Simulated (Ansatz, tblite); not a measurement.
Removing an electron: the cluster Mg2S2⁻. Total charge -1; doublet. Geometry: PBE-D4/def2-TZVPD. Ansatz, gas phase; energy differences of separate SCF runs; the oxidised species is a singlet (the triplet lies 1.93 eV higher at PBE0-D4/def2-TZVPD).

```xyz
4

Mg   -0.0980   -1.3473    0.3242
Mg    0.0980    1.3473   -0.3244
S    -1.8764    0.2043    0.2822
S     1.8764   -0.2044   -0.2820
```

The xTB rows come from tblite. The structure comes from a short search, and lower isomers may exist.

Task: Estimate orbital energies and vertical ionisation energies at: GFN1-xTB; GFN2-xTB; PBE-D4/def2-TZVPD; r2SCAN-D4/def2-TZVPD; PBE0-D4/def2-TZVPD.

Result: 
```csv
level,−HOMO (eV),vertical IE (eV),−LUMO (eV),HOMO–LUMO gap (eV),remarks
GFN1-xTB,–,4.93,–,–,–
GFN2-xTB,–,5.41,–,–,–
PBE-D4/def2-TZVPD,-0.14,1.72,-0.87,0.73,HOMO above zero (-1 doublet)
r2SCAN-D4/def2-TZVPD,0.00,1.73,-0.83,0.83,HOMO above zero (-1 doublet)
PBE0-D4/def2-TZVPD,0.33,1.64,-1.22,1.55,–
```

  A HOMO above zero means that the electron is unbound at that level or that self-interaction error raises the level; the energy of removing that electron tells which. HOMO and LUMO are the levels of the spin that leaves or enters (xTB has no such levels and no spin-polarisation term). Other spin states of the ions may lie lower, which would lower the ionisation energy or raise the affinity. Raw xTB energy differences between charge states are shifted by several eV; the methods need an empirical correction for them.
